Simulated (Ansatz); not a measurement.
Be8, relaxed as a singlet with RKS r2SCAN/def2-SVP in Ansatz, starting from the GFN2-xTB geometry. Force threshold 0.02 eV/Å.

The structure comes from a short search, and lower isomers may exist.

Start:

```
atom    x (Å)    y (Å)    z (Å)
 Be1  -1.2711  -0.4736   0.3669
 Be2   1.2756  -0.4037  -0.4379
 Be3   0.3158  -1.6339   0.8399
 Be4  -0.2890  -1.5211  -1.0458
 Be5  -0.4012   0.5225  -1.2405
 Be6  -0.9606   1.5505   0.4009
 Be7   0.9342   1.6031  -0.1826
 Be8   0.3962   0.3561   1.2990
```

```json
{"step": "1", "energy (eV)": "-3198.7397", "largest force component (eV/Å)": "1.378", "SCF passes": "41"}
{"step": "2", "energy (eV)": "-3199.3112", "largest force component (eV/Å)": "0.516", "SCF passes": "39"}
{"step": "3", "energy (eV)": "-3199.3920", "largest force component (eV/Å)": "0.053", "SCF passes": "37"}
{"step": "4", "energy (eV)": "-3199.3933", "largest force component (eV/Å)": "0.023", "SCF passes": "38"}
{"step": "5", "energy (eV)": "-3199.3940", "largest force component (eV/Å)": "0.050", "SCF passes": "34"}
{"step": "6", "energy (eV)": "-3199.4035", "largest force component (eV/Å)": "0.165", "SCF passes": "36"}
{"step": "7", "energy (eV)": "-3199.4701", "largest force component (eV/Å)": "0.230", "SCF passes": "38"}
{"step": "8 (rejected)", "energy (eV)": "-3198.9780", "largest force component (eV/Å)": "1.750", "SCF passes": "39"}
{"step": "9", "energy (eV)": "-3199.4963", "largest force component (eV/Å)": "0.070", "SCF passes": "36"}
{"step": "10", "energy (eV)": "-3199.4989", "largest force component (eV/Å)": "0.031", "SCF passes": "35"}
{"step": "11", "energy (eV)": "-3199.4993", "largest force component (eV/Å)": "0.002", "SCF passes": "30"}
```

Force components are those of the run's own axes.

End:

```xyz
8

Be   -1.345   -0.561    0.266
Be    1.353   -0.500   -0.337
Be    0.353   -1.784    0.831
Be   -0.326   -1.663   -1.062
Be   -0.529    0.612   -1.241
Be   -0.985    1.698    0.380
Be    0.958    1.749   -0.149
Be    0.521    0.449    1.312
```

By distances, no bond broke or formed. The bond that changes most is Be2–Be5, from 2.08 to 2.37 Å (atoms count from 1). The end is the same structure that another start reached, the lowest one found.

No frequencies were taken in this run, so the end may be a saddle point.

Hardware: 4 threads of Intel Xeon 6975P-C on a shared host. Wall time 8.5 s.
